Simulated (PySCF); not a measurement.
- geometry: GFN2-xTB
- GIAO PBE0/pcSseg-1 shieldings
- code: PySCF
- equivalent nuclei averaged, relativity neglected, single conformer, isolated molecule

Shifts are taken against calculated references (same method and geometry level): $^{1}$H and $^{13}$C vs TMS. Shifts are as computed. Against solution values, carbons near 30 ppm lie about +3 ppm off and those near 130 ppm about +5 ppm; carbons on Cl a further +6 ppm. Of 1309 compounds with measured shifts, 239 miss one by over three times the rms of a fit or turn the order of signals round; such compounds aren't used in these exercises. Carbons bonded to Cl come out too deshielded. OH and NH positions are gas-phase values without hydrogen bonding to other molecules.

(1) Order these molecules by the shift of their most shielded carbon-bound hydrogen, lowest δ first.
A. FC(F)O[C@@H]([SiH3])[C@@H](F)[SiH3]
B. FC(F)(F)[SiH2]OCC[SiH3]
C. C=C1CC/C1=C\C[SiH2]N

(2) Order these molecules by the shift of their most deshielded carbon-bound hydrogen, lowest δ first.
A. C#C[SiH2]/C=C/C(Cl)=C/C=C
B. FC(F)O[C@@H]([SiH3])[C@@H](F)[SiH3]
C. FC(F)(F)[SiH2]OCC[SiH3]
D. C=C1CC/C1=C\C[SiH2]N

(3) How many $^{13}$C and $^{1}$H signals does each give (equivalence by symmetry and fast rotation, but not about amide C–N or C=N bonds)? `C#C[SiH2]/C=C/C(Cl)=C/C=C`, `FC(F)(F)[SiH2]OCC[SiH3]`, `C=C1CC/C1=C\C[SiH2]N`, `FC(F)O[C@@H]([SiH3])[C@@H](F)[SiH3]`

## Answers

(1) B (1.39 ppm, hydrogen on an sp3 CH2 bonded to Si), C (1.80 ppm, hydrogen on an allylic sp3 CH2 bonded to Si), A (4.47 ppm, hydrogen on an sp3 CH bonded to O and Si).

(2) C (4.11 ppm, hydrogen on an sp3 CH2 bonded to O), D (6.17 ppm, hydrogen on an alkene CH), B (6.84 ppm, hydrogen on an sp3 CH bonded to 2 F and O), A (7.34 ppm, hydrogen on an alkene CH).

(3) C#C[SiH2]/C=C/C(Cl)=C/C=C: 8 C, 8 H; FC(F)(F)[SiH2]OCC[SiH3]: 3 C, 4 H; C=C1CC/C1=C\C[SiH2]N: 7 C, 8 H; FC(F)O[C@@H]([SiH3])[C@@H](F)[SiH3]: 3 C, 5 H.
